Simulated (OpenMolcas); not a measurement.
**S II: Slater's ratio, thermal populations, worked from levels**

- Program: OpenMolcas
- Basis: ANO-R2 [5s4p3d1f]
- Scalar Hamiltonian: X2C, finite nucleus
- Active space: 5 electrons in 8 orbitals (3s 3p 4s 4p)
- State averaging: 2S+1 = 4 odd, 1 root; 2S+1 = 2 odd, 9 roots; 2S+1 = 4 even, 3 roots; 2S+1 = 2 even, 9 roots
- Spin-orbit coupling: state interaction with AMFI integrals over the reference wave functions, term energies averaged over their components

Methods: CASSCF; SS-CASPT2, IPEA 0.25 Eh, imaginary shift 0.1 Eh (closed shells correlated: 2s 2p). Measured levels: NIST Handbook of Basic Atomic Spectroscopic Data.

**Slater's ratio.** With one set of orbitals, p3 has ²D° - ⁴S° = 9 F2 and ²P° - ²D° = 6 F2 (F2 = F²/25), a ratio of 2/3. Term energies are centres of gravity, weighted by 2J + 1.

| Source | ²D° - ⁴S° | ²P° - ⁴S° | F2 from the first | Ratio |
| --- | --- | --- | --- | --- |
| CASSCF | 19001 | 25695 | 2111 | 0.352 |
| SS-CASPT2 | 16077 | 25812 | 1786 | 0.606 |
| measured | 14872 | 24556 | 1652 | 0.651 |

Energies in cm-1. A ratio away from 2/3 shows effects beyond one configuration with one set of orbitals, and in heavier atoms second-order spin-orbit shifts. In CASSCF the valence s occupation is 1.95 in ²P° against 2.00 in ²D°: mixing out of s² acts most on ²P° and pulls it down.

**Thermal populations.** Z = Σ (2J + 1) exp(-E/kT) with k = 0.695035 cm-1/K, over the levels below. No other level of either list lies under 86900 cm-1, which is above 7 kT at each temperature.

```
          Level  2J + 1  SS-CASPT2  measured
3s² 3p³ ⁴S°_3/2       4        0.0       0.0
3s² 3p³ ²D°_3/2       4      16060     14853
3s² 3p³ ²D°_5/2       6      16090     14885
3s² 3p³ ²P°_1/2       2      25790     24525
3s² 3p³ ²P°_3/2       4      25820     24572
  3s 3p⁴ ⁴P_5/2       6      82560     79395
  3s 3p⁴ ⁴P_3/2       4      82880     79757
  3s 3p⁴ ⁴P_1/2       2      83060     79963
```

| T (K) | Z, SS-CASPT2 | Z, measured levels | Ground level (%), SS-CASPT2 | Ground level (%), measured levels |
| --- | --- | --- | --- | --- |
| 8000 | 4.613 | 4.762 | 86.7 | 84.0 |
| 12000 | 5.727 | 5.998 | 69.8 | 66.7 |

At 12000 K, kT = 8340 cm-1, and the computed levels give Z = 4.000 + 0.583 + 0.872 + 0.091 + 0.181 + 0.000 + 0.000 + 0.000 = 5.727.

Term energies are means over components that CASPT2 splits; among the terms shown or strongly mixed into the levels shown the widest spread is 110 cm-1 (3s² 3p³ ²D°, SS-CASPT2). Over all roots computed the reference weight is 0.84 to 0.96 in SS-CASPT2; the roots of lowest weight are the least certain, and an intruder state may touch them. The run also gave levels led by 3s² 3p² 4p, which use shells meant for correlation; these and all levels above them are left out. Terms of s pⁿ other than that of highest spin mix with s² pⁿ⁻² d, which this space lacks; all of them can be thousands of cm-1 off, and some have no real level of that name. Without dynamic correlation excited terms often stand tens of per cent too high (terms of higher spin than the ground term too low), and those without a measured partner can miss by more than the paired ones (holds for CASSCF). Computed and measured levels are paired by configuration, term and J; levels that our copy of the source lacks, or whose pairing is in doubt (as where it misses far off the trend of its configuration), stay unpaired and out of the deviations. Levels of configurations outside the active space are missing.

° marks odd parity.
